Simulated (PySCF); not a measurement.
HN₂ (SMILES N#[NH+]), charge +1, singlet, geometry from GFN2-xTB; BLYP/6-31G* in PySCF.

Here is a job for PySCF.
```python
from pyscf import gto, scf, dft

mol = gto.Mole()
mol.atom = '''
    N    -0.00000000   -0.00000000   -0.64481385
    N     0.00000000    0.00000000    0.43538188
    H     0.00000000    0.00000000    1.46602381
'''
mol.basis = '6-31g*'
mol.charge = 1
mol.verbose = 4
mol.symmetry = True
mol.build()

mf = dft.RKS(mol)
mf.xc = 'blyp'
mf.kernel()
mf.analyze()
```

Question: What does PySCF print? Leave out banner, timings and long lists.

Answer: 
```
PySCF version 2.14.0

[INPUT] verbose = 4
[INPUT] num. atoms = 3
[INPUT] num. electrons = 14
[INPUT] charge = 1
[INPUT] spin (= nelec alpha-beta = 2S) = 0
[INPUT] symmetry True subgroup None
[INPUT] Mole.unit = angstrom
[INPUT] Symbol           X                Y                Z      unit          X                Y                Z       unit  Magmom
[INPUT]  1 N      0.000000000000   0.000000000000  -0.644813850000 AA    0.000000000000   0.000000000000  -1.218521577826 Bohr   0.0
[INPUT]  2 N      0.000000000000   0.000000000000   0.435381880000 AA    0.000000000000   0.000000000000   0.822752512798 Bohr   0.0
[INPUT]  3 H      0.000000000000   0.000000000000   1.466023810000 AA    0.000000000000   0.000000000000   2.770383492991 Bohr   0.0

nuclear repulsion = 29.3535932008197
point group symmetry = Coov
symmetry origin: [0.00000000e+00 0.00000000e+00 2.51963487e-09]
symmetry axis x: [1. 0. 0.]
symmetry axis y: [0. 1. 0.]
symmetry axis z: [0. 0. 1.]
num. orbitals of irrep A1 = 14
num. orbitals of irrep E1x = 6
num. orbitals of irrep E1y = 6
num. orbitals of irrep E2x = 2
num. orbitals of irrep E2y = 2
number of shells = 14
number of NR pGTOs = 58
number of NR cGTOs = 30
basis = 6-31g*
ecp = {}

******** <class 'pyscf.dft.rks_symm.SymAdaptedRKS'> ********
method = SymAdaptedRKS
initial guess = minao
damping factor = 0
level_shift factor = 0
DIIS = <class 'pyscf.scf.diis.CDIIS'>
diis_start_cycle = 1
diis_space = 8
diis_damp = 0
SCF conv_tol = 1e-09
SCF conv_tol_grad = None
SCF max_cycles = 50
direct_scf = True
direct_scf_tol = 1e-13
XC library pyscf.dft.libxc version 7.1.2
    S. Lehtola, C. Steigemann, M. J. T. Oliveira, and M. A. L. Marques,  SoftwareX 7, 1–5 (2018)
XC functionals = blyp
    A. D. Becke,  Phys. Rev. A 38, 3098 (1988)
    C. Lee, W. Yang, and R. G. Parr,  Phys. Rev. B 37, 785 (1988)
    B. Miehlich, A. Savin, H. Stoll, and H. Preuss,  Chem. Phys. Lett. 157, 200 (1989)
radial grids:
    Treutler-Ahlrichs [JCP 102, 346 (1995); DOI:10.1063/1.469408] (M4) radial grids

becke partition: Becke, JCP 88, 2547 (1988); DOI:10.1063/1.454033
pruning grids: <function nwchem_prune>
grids dens level: 3
symmetrized grids: True
atomic radii adjust function: <function treutler_atomic_radii_adjust>
small_rho_cutoff = 0
Freeze 0 electrons in irreps []
    14 free electrons in irreps A1 E1x E1y E2x E2y
Set gradient conv threshold to 3.16228e-05
Initial guess from minao.
tot grids = 37616
init E= -110.367750163986
HOMO (A1) = -0.424446699527125  LUMO (E1y) = -0.0648671852202743  gap/eV = 9.78466
cycle= 1 E= -109.676790280326  delta_E= 0.691  |g|= 0.288  |ddm|= 1.91
HOMO (A1) = -0.740027674165988  LUMO (E1y) = -0.451666310647697  gap/eV = 7.84671
cycle= 2 E= -109.610428432923  delta_E= 0.0664  |g|= 0.669  |ddm|= 0.767
HOMO (A1) = -0.767095536988384  LUMO (E1y) = -0.440197363116945  gap/eV = 8.89535
cycle= 3 E= -109.695102426455  delta_E= -0.0847  |g|= 0.16  |ddm|= 0.414
HOMO (A1) = -0.735704270003711  LUMO (E1y) = -0.413483598946564  gap/eV = 8.76807
cycle= 4 E= -109.699961441794  delta_E= -0.00486  |g|= 0.03  |ddm|= 0.117
HOMO (A1) = -0.740947573347455  LUMO (E1y) = -0.416376194633383  gap/eV = 8.83204
cycle= 5 E= -109.700183096827  delta_E= -0.000222  |g|= 0.00298  |ddm|= 0.0262
HOMO (A1) = -0.740487379976048  LUMO (E1y) = -0.41599571635209  gap/eV = 8.82987
cycle= 6 E= -109.700185181939  delta_E= -2.09e-06  |g|= 0.000308  |ddm|= 0.00214
HOMO (A1) = -0.740433486513174  LUMO (E1y) = -0.415976256911727  gap/eV = 8.82893
cycle= 7 E= -109.700185201688  delta_E= -1.97e-08  |g|= 1.77e-05  |ddm|= 0.000218
HOMO (A1) = -0.740433061297126  LUMO (E1y) = -0.415976396471758  gap/eV = 8.82892
cycle= 8 E= -109.70018520175  delta_E= -6.16e-11  |g|= 1.41e-06  |ddm|= 1.12e-05
HOMO (A1) = -0.740433424373256  LUMO (E1y) = -0.415976426398721  gap/eV = 8.82892
Extra cycle  E= -109.700185201745  delta_E= 4.09e-12  |g|= 4.87e-06  |ddm|= 3.22e-06
converged SCF energy = -109.700185201745
**** SCF Summaries ****
Total Energy =                        -109.700185201745427
Nuclear Repulsion Energy =              29.353593200819748
One-electron Energy =                 -200.618501709455984
Two-electron Energy =                   61.564723306890798
Two-electron Coulomb Energy =           75.315604331575727
DFT Exchange-Correlation Energy =      -13.750881024684929
HOMO-LUMO gap [eV] =                     8.828924618775435
Wave-function symmetry id = 0
occupancy for each irrep:     A1  E1x  E1y  E2x  E2y
                               5    1    1    0    0
**** MO energy ****
MO #1 (A1 #1), energy= -14.5248083513746 occ= 2
MO #2 (A1 #2), energy= -14.5176518316719 occ= 2
MO #3 (A1 #3), energy= -1.41503879711077 occ= 2
MO #4 (A1 #4), energy= -1.02698342459372 occ= 2
MO #5 (E1x #1), energy= -0.784668601623559 occ= 2
MO #6 (E1y #1), energy= -0.784668601623559 occ= 2
MO #7 (A1 #5), energy= -0.740433424373256 occ= 2
MO #8 (E1x #2), energy= -0.415976426398721 occ= 0
MO #9 (E1y #2), energy= -0.415976426398721 occ= 0
MO #10 (A1 #6), energy= -0.282324760465814 occ= 0
MO #11 (A1 #7), energy= 0.051720834961952 occ= 0
MO #12 (A1 #8), energy= 0.217994768444028 occ= 0
MO #13 (E1x #3), energy= 0.233217922704431 occ= 0
MO #14 (E1y #3), energy= 0.233217922704431 occ= 0
MO #15 (E1x #4), energy= 0.387282517193919 occ= 0
 ** Mulliken pop on meta-lowdin orthogonal AOs  **
 ** Mulliken pop  **
pop of  0 N 1s            1.99989
pop of  0 N 2s            1.60699
pop of  0 N 3s            0.01494
pop of  0 N 2px           0.84138
pop of  0 N 2py           0.84138
pop of  0 N 2pz           1.30591
pop of  0 N 3px           0.00819
pop of  0 N 3py           0.00819
pop of  0 N 3pz           0.01472
pop of  0 N 3dxy          0.00000
pop of  0 N 3dyz          0.00476
pop of  0 N 3dz^2         0.00995
pop of  0 N 3dxz          0.00476
pop of  0 N 3dx2-y2       0.00000
pop of  1 N 1s            1.99989
pop of  1 N 2s            1.17754
pop of  1 N 3s            0.01341
pop of  1 N 2px           1.13960
pop of  1 N 2py           1.13960
pop of  1 N 2pz           1.23596
pop of  1 N 3px           0.00393
pop of  1 N 3py           0.00393
pop of  1 N 3pz           0.01520
pop of  1 N 3dxy          0.00000
pop of  1 N 3dyz          0.00214
pop of  1 N 3dz^2         0.00618
pop of  1 N 3dxz          0.00214
pop of  1 N 3dx2-y2       0.00000
pop of  2 H 1s            0.57578
pop of  2 H 2s            0.02364
 ** Mulliken atomic charges  **
charge of    0N =      0.33893
charge of    1N =      0.26048
charge of    2H =      0.40059

WARN: System has nonzero charge 1; the dipole moment is origin-dependent.
Location of origin: [0. 0. 0.]

Dipole moment(X, Y, Z, Debye):  0.00000,  0.00000,  3.08578
```
